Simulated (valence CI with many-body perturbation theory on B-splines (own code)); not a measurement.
The numbers below are computed, except where a source is named.
**Lu³²⁺: input, log and results**

Level of theory: valence CI with perturbative core correlation (CI+MBPT): three valence electrons over a frozen Dirac-Fock core [Kr], radial functions for each j: 4 s, 4 p, 3 d, 5 f, 1 g, with the one-electron correlation potential Σ1 (screened to all orders), the two-electron term Σ2, the three-electron term Σ3, Breit, model QED; selected single and double excitations, second order for the rest, scaled by the run's own slope (own B-spline code, finite nucleus).

Command, and the settings that its task file holds:

```sh
python run_cv.py task.json out
```

```
atom Lu  Z=71  mass_number=175  rms_radius_fm=5.3700
core [Kr]
valence 4d3
avg = 1
basis = S
breit = 1
cap = 10000
capref = 1200
cscale = 1
de = 0.0
dress = 0
eps = 2e-08
extrap = 1
h = 0.27
hh = 1
l2 = 3
lcore = 6
maxit = 60
n2 = 5
natural = 1
nlev = 20
nno = [1, 1, 1, 3, 1]
nroot = 26
nsp = [3, 3, 2, 2, 0]
pt2 = 1
qed = 1
rpa = 1
s1 = 1
s2 = 1
s3 = 1
screen = 1
tol = 2e-05
whole = 1
```

It took 31 s on 1 thread of Arm Neoverse V1, on a shared host.

Log. The first blocks belong to the next ion, which gives the ionisation energy. Fields: 2J, parity (1 odd), roots, reference size, generating configurations, candidates as configurations/state functions, variational space P, stored matrix elements, Davidson steps; e2 is the range of second-order energies in hartree. The first line gives the box (bohr), its intervals, the orbitals and the steps of their self-consistent field. Window is the range of levels sought, series limit the energy at which the first omitted orbital would enter, core excitation an estimate of the first excitation out of the core, left out the lowest levels not solved, and shifts from estimates the range by which levels moved from their first estimate, all in cm⁻¹.

```
rmax 4.5 intervals 58 orbitals 30 references ['4d3', '4d2 4f', '4d 4f2', '4d2 5s', '4d2 5p'] scf 4 t 1.4
2J=4 par=0 roots 2 ref 42 generators 3 cand 156/156 P 186/186 nnz 0 it 0
2J=4 par=0 roots 2 ref 42 generators 6 cand 12/12 P 196/196 nnz 0 it 0
   second order: generators 9 cand 2/2 e2 -0.00000 -0.00000
2J=0 par=0 roots 2 ref 17 generators 4 cand 57/57 P 74/74 nnz 0 it 0
   second order: generators 8 cand 0/0 e2 -0.00000 -0.00000
2J=6 par=0 roots 2 ref 32 generators 2 cand 143/143 P 125/125 nnz 0 it 0
2J=6 par=0 roots 2 ref 32 generators 4 cand 50/50 P 135/135 nnz 0 it 0
   second order: generators 9 cand 40/40 e2 -0.00000 -0.00000
reference levels 496, estimated 19, window 414931 1/cm; series limit 5514965, core excitation 1169789
2J=3 par=0 roots 5 ref 38 generators 7 cand 437/1067 P 434/1133 nnz 0 it 0
2J=3 par=0 roots 5 ref 38 generators 10 cand 373/879 P 516/1375 nnz 0 it 4
   second order: generators 11 cand 432/950 e2 -0.00000 -0.00000
2J=5 par=0 roots 5 ref 44 generators 5 cand 458/1359 P 438/1336 nnz 0 it 4
2J=5 par=0 roots 5 ref 44 generators 8 cand 389/1126 P 529/1681 nnz 0 it 5
   second order: generators 12 cand 469/1244 e2 -0.00000 -0.00000
2J=7 par=0 roots 3 ref 38 generators 2 cand 116/339 P 392/1174 nnz 0 it 0
2J=7 par=0 roots 3 ref 38 generators 6 cand 410/1266 P 470/1478 nnz 0 it 4
   second order: generators 8 cand 515/1520 e2 -0.00000 -0.00000
2J=9 par=0 roots 3 ref 31 generators 4 cand 286/816 P 349/987 nnz 0 it 0
2J=9 par=0 roots 3 ref 31 generators 8 cand 394/1095 P 408/1190 nnz 0 it 0
   second order: generators 11 cand 699/2031 e2 -0.00000 -0.00000
2J=1 par=0 roots 2 ref 21 generators 3 cand 396/630 P 378/607 nnz 0 it 0
2J=1 par=0 roots 2 ref 21 generators 6 cand 332/526 P 461/752 nnz 0 it 0
   second order: generators 9 cand 488/750 e2 -0.00000 -0.00000
2J=11 par=0 roots 1 ref 19 generators 1 cand 127/261 P 253/597 nnz 0 it 0
2J=11 par=0 roots 1 ref 19 generators 3 cand 369/926 P 312/769 nnz 0 it 0
   second order: generators 6 cand 493/1312 e2 -0.00000 -0.00000
left out: unestimated 1499029, estimated none, shifts from estimates -15 to 3
operators 2.8
```

The Davidson iterations converged.

The last digits are not significant, and no measured levels were compared; by estimate large intervals hold to a few tenths of a per cent, small ones and those within an open d or f shell to about a per cent. Only levels of the ground parity were solved; by the run's estimate the other parity begins above the list, which can be wrong where configurations are misplaced.

| Quantity | Value |
| --- | --- |
| Valence energy | -148.3529 hartree |
| Ionisation energy | 1293.4 eV (NIST: 1292 ± 4 eV (theoretical)) |
| Reference configurations for the orbitals | 4d3, 4d2 4f, 4d 4f2, 4d2 5s, 4d2 5p |
| Radial orbitals | 30 |
| Box radius | 4.525 bohr |
| Largest variational space | 1681 |
| Lowest levels | (4d3/2^3) J=3/2 0.000, (4d3/2^2 4d5/2) J=5/2 [a] 11.488, (4d3/2^2 4d5/2) J=3/2 13.861, (4d3/2^2 4d5/2) J=7/2 14.967, (4d3/2^2 4d5/2) J=9/2 15.442, (4d3/2^2 4d5/2) J=1/2 15.637, (4d3/2^2 4d5/2) J=5/2 [b] 22.691, (4d3/2 4d5/2^2) J=7/2 [a] 26.489, (4d3/2 4d5/2^2) J=9/2 27.942, (4d3/2 4d5/2^2) J=3/2 [a] 29.599, (4d3/2 4d5/2^2) J=1/2 30.608, (4d3/2 4d5/2^2) J=11/2 31.514, (4d3/2 4d5/2^2) J=5/2 [a] 31.658, (4d3/2 4d5/2^2) J=5/2 [b] 33.869 eV |

Levels are named by their leading jj configuration (3d3/2^4 stands for four electrons in 3d with j = 3/2), which in mixed levels can hold well under half, so a name can repeat and another be missing. Letters in brackets count levels of one name in rising energy.
